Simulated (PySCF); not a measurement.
Structure elucidation problem

An unknown has the formula C₄H₁₅NSi₂. Its calculated NMR data are:

1H NMR (400 MHz, computed): δ 5.26 (t, 2H), 3.88 (t, 2H), 1.07 (s, 9H), -0.42 (br s, 2H).

13C{1H} NMR (computed): δ 31.7 (CH3), 22.3 (C).

One computed conformer, no solvent model, rapidly exchanging positions averaged, non-relativistic. PBE0-D3(BJ)/def2-SVP structure; σ from GIAO-PBE/pcSseg-1; PySCF.

Scale: 1H and 13C against TMS (reference shieldings calculated alike).

Task: What is the structure?

Result: 
- The formula gives 0 degrees of unsaturation.
- 2 carbon signals for 4 carbons: some carbons are equivalent by symmetry or fast rotation.
- Carbon types of the structure: 1 × C, 3 × CH3, leaving 6 H on heteroatoms.
- δC 31.7: methyl carbon; a saturated carbon with 1 carbon neighbour and no heteroatom attached.
- δC 22.3: fully substituted sp3 carbon bonded to Si.
- δH 5.26: hydrogen on a silicon bonded to N, Si.
- δH 3.88: hydrogen on a silicon bonded to C, Si.
- δH 1.07: hydrogen on a methyl carbon.
- δH -0.42: hydrogen on a nitrogen bonded to Si; exchangeable, gas-phase position.

Structure: SMILES CC(C)(C)[SiH2][SiH2]N.

This is the structure that produced the data.

OH/NH shifts are gas-phase values; hydrogen bonding in solution moves them, usually downfield. Shifts are as computed. Against solution values, carbons near 30 ppm lie about +2 ppm off and those near 130 ppm about +2 ppm. Of 1211 compounds with measured shifts, 218 miss one by over three times the rms of a fit or turn the order of signals round; such compounds aren't used in these exercises. No couplings were computed; multiplicities are counted from neighbouring protons, with m where these are inequivalent, close in shift, in a saturated or five-membered ring or joined by F or P, and br s for small geminal =CH2 splittings.
